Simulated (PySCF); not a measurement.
Geometries of 2 isomers of CH6BNO2, from PySCF 2.14.0, PBE0-D3(BJ)/def2-SVP geometry optimisation, gas phase. One conformer each, no zero-point energy, no frequencies.

Task: Which isomer lies lower at this level?
A.
```xyz
11
angstrom
N      1.729   -0.455   -0.346
C      0.708    0.205    0.462
B     -0.796    0.091   -0.023
O     -1.067   -0.628   -1.144
O     -1.847    0.681    0.625
H      1.505   -1.448   -0.408
H      1.649   -0.126   -1.308
H      0.780   -0.171    1.501
H      0.969    1.277    0.560
H     -2.010   -0.625   -1.345
H     -1.583    1.170    1.409
```
B.
```xyz
11
angstrom
C      1.467    0.023    0.519
N      0.296    0.577   -0.107
B     -0.875   -0.155   -0.420
O     -0.922   -1.493   -0.128
O     -1.982    0.412   -1.011
H      1.324   -1.058    0.649
H      2.378    0.168   -0.090
H      1.662    0.455    1.517
H      0.333    1.572   -0.279
H     -1.758   -1.870   -0.414
H     -1.884    1.345   -1.211
```

Result: B. That is `CNB(O)O`, 23.9 kcal/mol below the other.

```
 SMILES            atoms numbered as above      E (Eh)  relative (kcal/mol)  relative (kJ/mol)  dipole (D)
CNB(O)O   [CH3:1][NH:2][B:3]([OH:4])[OH:5]  -271.40952                  0.0                0.0        1.94
NCB(O)O  [NH2:1][CH2:2][B:3]([OH:4])[OH:5]  -271.37145                 23.9              100.0        1.90
```

As drawn, the lower has a B–N bond, which the higher lacks.
